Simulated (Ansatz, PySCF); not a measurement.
Molecule: C3H5Cl2, net charge 0, doublet state. It need not be the lowest isomer of its formula. 
Geometry from a B3LYP-D3(BJ)/def2-TZVP (Ansatz, a first-principles code) optimisation:
SMILES: [CH](CCl)CCl
```xyz
10

C     -0.0655    -0.2762    -0.8827
C     -1.2031    -0.4637     0.0167
Cl    -2.1818     1.1140     0.1289
C      1.1739     0.3403    -0.4112
Cl     2.2243    -0.9349     0.4433
H     -0.1418    -0.5983    -1.9121
H     -0.9048    -0.6686     1.0418
H     -1.9127    -1.2072    -0.3295
H      1.7985     0.7257    -1.2096
H      1.0077     1.1027     0.3457
```
Charge 0, spin multiplicity 2.

Total electronic energies in hartree. Correlated levels leave the core frozen unless marked. Open shells are spin-unrestricted. Spin-orbit coupling is left out. Non-relativistic. CBS marks a two-point X^-3 extrapolation of the correlation energy; Hartree-Fock from the larger set. [CCSD(T)-MP2]/basis is that difference in the basis named.

```tsv
level	program	energy (Eh)
HF-D3(BJ)/def2-TZVPD	PySCF + dftd3	-1035.60657
revPBE/def2-TZVPD	Ansatz	-1037.54661
r2SCAN/def2-TZVPD	Ansatz	-1037.61638
r2SCAN/def2-TZVPD	PySCF	-1037.61645
r2SCAN-D3(BJ)/def2-TZVPD	Ansatz + dftd3	-1037.61891
B3LYP-D3(BJ)/def2-TZVPD	Ansatz + dftd3	(withheld)
PBE0-D3(BJ)/def2-TZVPD	Ansatz + dftd3	-1037.30887
CAM-B3LYP/def2-TZVPD	Ansatz	-1037.70434
wB97M-V/def2-TZVPD	Ansatz	-1037.63651
B2PLYP-D3(BJ)/def2-TZVPD	Ansatz + dftd3	(withheld)
SCS-MP2/6-31G*	Ansatz	-1036.04907
SCS-MP2/cc-pV(D+d)Z	Ansatz	-1036.14944
CCSD/6-31G	Ansatz	-1035.73569
CCSD(T)/cc-pV(D+d)Z	Ansatz	-1036.24803
RI-MP2/CBS(cc-pV(T+d)Z,cc-pV(Q+d)Z)+[CCSD(T)-MP2]/cc-pV(T+d)Z	Ansatz	-1036.6547
```

Question: Complete the blanks.

Answer: 
- B3LYP-D3(BJ)/def2-TZVPD, energy (Eh): -1037.79731
- B2PLYP-D3(BJ)/def2-TZVPD, energy (Eh): -1037.37693
